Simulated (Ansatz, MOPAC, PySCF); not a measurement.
System: C$_{3}$ (charge 0, singlet). SMILES: C(=[C])=[C]
Geometry: optimised at B3LYP-D3(BJ)/def2-TZVP (Ansatz, an electronic-structure program).

Unscaled harmonic wavenumbers (cm⁻¹) in rising order, each level at the stationary point that it reaches from this structure (no distance between atoms moves by over 0.3 Å); the order of modes can differ between levels, and a negative number is imaginary. B3LYP-D3(BJ)/def2-TZVP (PySCF, at the structure above): 123, 123, 1243, 2146.

AM1 (MOPAC): 432, 432, 1450, 2263. Zero-point energy 6.5 against 5.2 kcal/mol; where all levels lie over 400 cm⁻¹, the wavenumbers are on average 1.111 times those of B3LYP-D3(BJ)/def2-TZVP.

PM3 (MOPAC): 410, 410, 1452, 2298. Zero-point energy 6.5 against 5.2 kcal/mol; where all levels lie over 400 cm⁻¹, the wavenumbers are on average 1.120 times those of B3LYP-D3(BJ)/def2-TZVP.

HF/6-31G* (Ansatz): 153, 153, 1366, 2311. Zero-point energy 5.7 against 5.2 kcal/mol; where all levels lie over 400 cm⁻¹, the wavenumbers are on average 1.088 times those of B3LYP-D3(BJ)/def2-TZVP.
